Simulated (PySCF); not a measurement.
SMILES c1ccc([SiH2][SiH2][Si](Cl)(Cl)Cl)cc1 (GFN2-xTB optimised geometry):

```
21

Cl     0.383     0.330    -3.492
Si    -1.409    -0.620    -3.724
Cl    -2.827     0.728    -3.150
Cl    -1.668    -0.888    -5.718
Si    -1.506    -2.529    -2.391
Si    -1.413    -1.981    -0.123
C     -0.450    -0.362     0.000
C     -1.106     0.866    -0.001
C     -0.397     2.054    -0.005
C      0.987     2.034    -0.007
C      1.657     0.822     0.000
C      0.942    -0.362     0.000
H     -0.399    -3.404    -2.808
H     -2.713    -3.282    -2.760
H     -0.725    -2.997     0.687
H     -2.737    -1.780     0.482
H     -2.186     0.891    -0.002
H     -0.925     2.997    -0.011
H      1.543     2.960    -0.015
H      2.737     0.801    -0.001
H      1.471    -1.305     0.000
```

Calculation: PySCF with CAM-B3LYP/def2-SVP.

What are the frontier orbital energies and the dipole moment?

HOMO-2 -9.59 eV, HOMO-1 -8.60 eV, HOMO -8.46 eV, LUMO 0.34 eV, LUMO+1 0.46 eV; dipole moment 1.45 D.

Meta-Löwdin charges at CAM-B3LYP/def2-SVP: Cl1 -0.26, Si2 0.74, Cl3 -0.27, Cl4 -0.25, Si5 0.13, Si6 0.42, C7 -0.22, C8 -0.09, C9 -0.10, C10 -0.09, C11 -0.10, C12 -0.09, H13 -0.07, H14 -0.07, H15 -0.09, H16 -0.09, H17 0.10, H18 0.11, H19 0.11, H20 0.10, H21 0.10.
